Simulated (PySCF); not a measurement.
Correlation energy of Rh⁻ (rhodium, charge -1)

[Kr] 4d8 5s2, high-spin 3F determinant. All numbers are calculated (PySCF 2.14, a scalar-relativistic core potential, in aug-cc-pVTZ-PP with ECP28MDF (6s6p5d3f2g, 88 functions)). Frozen: 4s2 4p6; 10 electrons correlated.

MP2 pair energies summed by pair of shells (mhartree):

| pair | energy | share (%) |
| --- | --- | --- |
| 4d-4d | -224.25 | 77.8 |
| 4d-5s | -49.31 | 17.1 |
| 5s-5s | -14.60 | 5.1 |

Total MP2 correlation energy: -288.17 mhartree.

Same-spin part -102.78 and opposite-spin part -185.39 mhartree; SCS-MP2 scales them by 1/3 and 6/5 to -256.72 mhartree.
